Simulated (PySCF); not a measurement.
# Ionisation energy of C²⁺ by level of theory

C²⁺ [He] 2s2 (1S) → C³⁺ [He] 2s1 (2S), as a difference of total energies. All numbers are calculated (PySCF 2.14, no relativity, point nucleus, in aug-cc-pVDZ). Correlated levels: valence: 1s2 frozen. The calculations carry no spin-orbit coupling.

| method | ionisation energy (eV) | error (eV) |
| --- | --- | --- |
| UHF | 45.825 | -2.063 |
| LDA | 46.962 | -0.926 |
| PBE | 47.149 | -0.739 |
| PBE0 | 47.090 | -0.798 |
| r2SCAN | 46.652 | -1.236 |
| wB97M-V | 47.242 | -0.646 |
| revPBE | 47.172 | -0.716 |
| wB97X-V | 47.148 | -0.740 |
| TPSSh | 47.175 | -0.713 |
| MP2 (valence) | 46.903 | -0.985 |
| SCS-MP2 (valence) | 47.118 | -0.770 |

Reference: 47.888 eV (measured; NIST Atomic Spectra Database, ionization energies).

Errors of the correlated levels include the incompleteness of this basis and the frozen core.

MP2 underrates the near-degeneracy of ns² with np² in the lower species.
